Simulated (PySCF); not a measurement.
PbBr2, SMILES [Br][Pb][Br] (connectivity only; charge and spin as stated), neutral, multiplicity 1.

Coordinates come from a r2SCAN-D4/def2-SVP optimisation. The isomer is the one that the SMILES or the coordinates give; other isomers of the formula were not compared. The def2 effective core potentials stand for the cores of Pb; spin–orbit coupling is left out.

Two levels are set side by side: PBE/def2-TZVPD (PySCF) and HF/def2-TZVPD (PySCF). Same geometry, gas phase. Differences are taken from unrounded values.

```csv
quantity,HF,PBE,PBE minus HF
orbital gap (eV),9.41,2.82,-6.58
highest occupied level (eV),-10.15,-6.75,3.40
lowest empty level (eV),-0.75,-3.93,-3.18
dipole moment (D),4.94,4.06,-0.88
mean polarisability (bohr³),87.9,96.7,8.8
```

Without exact exchange PBE keeps part of each electron's self-repulsion, which lifts occupied levels and narrows the gap. PBE's more diffuse valence density responds more strongly to a field. Differences between two approximate levels are no errors against the true value.

Rough cost on one machine, each run with all the roots and properties that it gave: HF against PBE about 1/3.
